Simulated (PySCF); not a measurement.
PySCF input (BP86/def2-SVP):

```python
from pyscf import gto, dft

mol = gto.M(
    atom='''
    N     1.07238702   -0.44618538   -0.28071827
    Si   -0.43296683    0.14426791    0.08398509
    H     1.84356810    0.03667354    0.17499523
    H    -0.96645901    0.12121007    1.52536090
    H    -1.49683899   -0.64256067   -0.64344776
    H    -0.82544356    1.58822401   -0.26767180
    ''',
    basis='def2-svp',
    charge=-1,
    spin=0,
    verbose=4,
)

mf = dft.RKS(mol, xc='bp86')
mf.grids.level = 3
mf.conv_tol = 1e-9
mf.max_cycle = 100
mf.max_memory = 1500
mf.kernel()
if not mf.converged:
    mf = mf.newton()
    mf.kernel(mf.make_rdm1())
mf.dip_moment()
```

Question: What final total energy does it give?

Answer: -346.52681 Eh.
